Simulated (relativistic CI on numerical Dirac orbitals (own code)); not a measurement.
## Dy¹¹⁺: q coefficients and field-shift factors

Computed by Dirac-Coulomb-Breit CI, separate exchange-only KLI orbitals for each configuration, derivatives by finite differences, unscaled Slater integrals, QED left out (own radial code, finite nucleus).

Configuration list (outside the closed core [Kr] 4d10 5s2): 4f⁷. The list is cut by size and lacks configurations that can hold low levels.

With x = (α/α₀)² − 1 an excitation energy changes as ω = ω₀ + qx; K = 2q/ω₀ is the relative enhancement. Terms are leading LS components, so labels can repeat. The field-shift factor is F = δν/δ⟨r²⟩ for the transition from the lowest level.

Lowest level 4f⁷ ⁸S°7/2.

| Level | ω₀ (cm⁻¹) | q (cm⁻¹) | K | F (GHz/fm²) |
| --- | --- | --- | --- | --- |
| 4f⁷ ⁶P°7/2 | 49224.7 | -4792 | -0.195 | 0.592 |
| 4f⁷ ⁶P°5/2 | 50099.8 | -3321 | -0.133 | 0.656 |
| 4f⁷ ⁶P°3/2 | 50923.1 | -1998 | -0.0785 | 0.715 |
| 4f⁷ ⁶I°7/2 | 53536.9 | -3318 | -0.124 | 0.704 |
| 4f⁷ ⁶I°17/2 | 53790.7 | -2275 | -0.0846 | 0.748 |
| 4f⁷ ⁶I°9/2 | 53984.4 | -2368 | -0.0877 | 0.744 |
| 4f⁷ ⁶I°11/2 | 54325.9 | -1650 | -0.0608 | 0.775 |
| 4f⁷ ⁶I°15/2 | 54360.2 | -1362 | -0.0501 | 0.787 |
| 4f⁷ ⁶I°13/2 | 54482.4 | -1274 | -0.0468 | 0.791 |
| 4f⁷ ⁶D°9/2 | 60625.6 | -2574 | -0.0849 | 0.832 |
| 4f⁷ ⁶D°1/2 | 62008.0 | -157 | -0.00506 | 0.936 |
| 4f⁷ ⁶D°7/2 | 62128.7 | -280 | -0.00901 | 0.936 |
| 4f⁷ ⁶D°3/2 | 62367.1 | 412.6 | 0.0132 | 0.962 |

At this charge energies of transitions that change n are usually good to better than 1 %, and those within a shell (Δn = 0) to a few per cent. Terms inside the open d or f shell come out 10 to 20 % too wide with unscaled integrals. Levels and lines within the n = 5 or 6 shells can be off by up to 10 % or somewhat more, and those that change n by about 2 %, since core polarisation is missing.
